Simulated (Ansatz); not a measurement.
The same atomization along the group B, Al, Ga, In.

Isolated molecules relaxed with PBE0-D4/def2-TZVP in Ansatz; ΔE leaves out vibrations. CBS: MP2 limit from def2 TZ/QZ plus the TZ coupled-cluster correction, frozen cores. This one scheme is used for every species, atoms too. Functionals use def2-TZVPP. B3LYP here is the variant with VWN-RPA as its local correlation; programs differ in this. Open shells (•) are unrestricted, without spin–orbit coupling. Spin–orbit coupling would lower the free atoms: a little for Al, B, F; clearly for Br, Ga; strongly for In. Elements past krypton have def2 core potentials. Bonds to Br, Ga, In are less sure, by a few kJ/mol each and by 10 to 20 or more in all where they break to atoms, as the def2 sets lack core-valence functions. Scalar relativity is left out up to krypton.

```tsv
reaction	MP2/CBS(def2) (kcal/mol)	PBE-D4 (kcal/mol)	B3LYP-D4 (kcal/mol)	HF/CBS(def2) (kcal/mol)
`FB(F)Br` → Br• + 2 F• + B•	428.5	418.4	400.6	307.3
`[F][Al]([F])[Br]` → Br• + 2 F• + Al•	400.8	374.4	364.6	284.5
`[F][Ga]([F])[Br]` → Br• + 2 F• + Ga•	327.0	308.3	292.5	214.4
`[F][In]([F])[Br]` → Br• + 2 F• + In•	288.7	273.4	256.7	177.8
```

(1) Give the CCSD(T)/CBS values in the same order. (Estimate.)

Largest T1 diagnostic: 0.018, for Al•.

Results:

(1) Computed: 404.6, 378.2, 306.0, 272.3 kcal/mol.

For atomizations the MP2-based limit and the directly extrapolated one differ by several kJ/mol either way, and by 10 to 25 for some Ge, Se and Sn compounds, so smaller differences from it don't rank the levels.
